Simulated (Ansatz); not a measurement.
Program: Ansatz. Geometries: PBE0-D4/def2-TZVP. ΔE: electronic, gas phase. CCSD(T)/CBS is the MP2 limit (def2-TZVPP, def2-QZVPP) plus CCSD(T) − MP2 in def2-TZVPP, frozen cores. This one scheme is used for every species. Functionals use def2-TZVPP. def2 core potentials past Kr. For In, Te outer-core shells are correlated without core-valence functions, which leaves a few kJ/mol of doubt a bond. Each species was taken in one conformer, which may not be the lowest.

Consider the formal exchange of groups at the Si–F bond: `F[SiH2][TeH]` + `[CH3][In]([NH2])[OH]` → `[CH3][In]([NH2])[SiH2][TeH]` + `OF`.

Task: Is it downhill or uphill in electronic energy at CCSD(T)/CBS, and by how much? (Estimate.)

Result: Ansatz gave: Uphill: ΔE = +549.4 kJ/mol.

Task: What do these levels give: LDA (SPW92), r2SCAN-D4, PBE0-D4, ωB97M-V, PBE-QIDH, r2SCANh, BHLYP, CAM-B3LYP, CCSD(T)/def2-TZVPP, HF/def2-QZVPP, HF/CBS(def2), CCSD/CBS(def2)? (Estimate.)

Result: The calculation gave: LDA (SPW92) 508.5, r2SCAN-D4 528.5, PBE0-D4 513.2, ωB97M-V 534.5, PBE-QIDH 548.1, r2SCANh 535.2, BHLYP 561.6, CAM-B3LYP 549.5, CCSD(T)/def2-TZVPP 536.2, HF/def2-QZVPP 592.8, HF/CBS(def2) 593.6, CCSD/CBS(def2) 558.7 kJ/mol.

Task: What do rigid-rotor, harmonic-oscillator terms from PBE0-D4/def2-TZVP frequencies (298.15 K, 1 bar) make of the CCSD(T)/CBS value? (An estimate is asked.)

Result: Ansatz gave: ΔZPE = -4.5 kJ/mol, ΔH = +548.2 kJ/mol, ΔS = 10 J/(mol·K), ΔG = +545.4 kJ/mol. Modes under 50 cm⁻¹ make the entropy rough.

Largest T1 diagnostic among the species: 0.015.

In def2-TZVPP, CCSD(T) changes the Hartree–Fock value by −50.1 kJ/mol (the triples alone add −9.3 kJ/mol) and MP2 by −19.9 kJ/mol. From BLYP to BHLYP (50 % exact exchange), in def2-TZVPP and without D4, ΔE moves by +42.5 kJ/mol. The D4 term adds −10.2 kJ/mol with B3LYP and −6.1 kJ/mol with PBE0; it sums over pairs of atoms, weighted by their polarisabilities, and B3LYP, whose exchange is more repulsive, gets the larger term.

B3LYP here is the variant with VWN-RPA as its local correlation; programs differ in this.
